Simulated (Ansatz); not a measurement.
The first iterations of a band of F$_{4}$HOTi (7 atoms, charge 0, multiplicity 2).

The calculation used UKS B3LYP-D4/def2-SVP in Ansatz.

| Item | Value |
| --- | --- |
| movable images | 7 |
| climbing image | yes |
| spring | 5.0 eV/Å² |
| optimiser | quadratic models (default) |
| start path | through a guess of the saddle point |
| force threshold | 0.05 eV/Å |
| iteration limit | 36 |
| end points | relaxed |

Initial state:

```xyz
7
Properties=species:S:1:pos:R:3
Ti -0.074 -0.290 0.494
F -0.678 -1.646 1.430
F 1.653 -0.136 0.342
F -0.943 1.214 0.741
F -0.554 -0.726 -1.117
O 0.443 0.193 2.757
H -0.360 0.591 3.162
```

Final state:

```xyz
7
Properties=species:S:1:pos:R:3
Ti -0.131 -0.212 0.480
F -0.813 -1.454 1.522
F 1.611 -0.130 0.480
F -0.999 1.301 0.474
F -0.472 -0.841 -1.102
O 0.327 0.619 2.684
H -0.035 -0.083 3.272
```

| iteration | highest image above the first end (eV) | largest band force component (eV/Å) |
| --- | --- | --- |
| 1 | 3.660 | 14.862 |
| 2 | 2.551 | 7.381 |
| 3 | 1.156 | 3.418 |
| 4 | 0.725 | 1.103 |
| 5 | 0.577 | 0.821 |
| 6 | 0.491 | 0.765 |
| 7 | 0.446 | 0.467 |
| 8 | 0.418 | 0.427 |
| 9 | 0.421 | 1.118 |

Does the band converge within its limit, and where does its top end?

The run converged. It ended after 29 iterations with the highest image 0.002 eV above the first end. The top lies less than 8 meV above the higher end, about what the thresholds resolve: that end is a shoulder or a very shallow well. A vibrational analysis at the climbing image gives one clearly imaginary mode, 94i cm⁻¹: a first-order saddle point.

Run time: 14 min on 4 threads of Arm Neoverse V2 (shared host), peak memory 0.41 GiB.
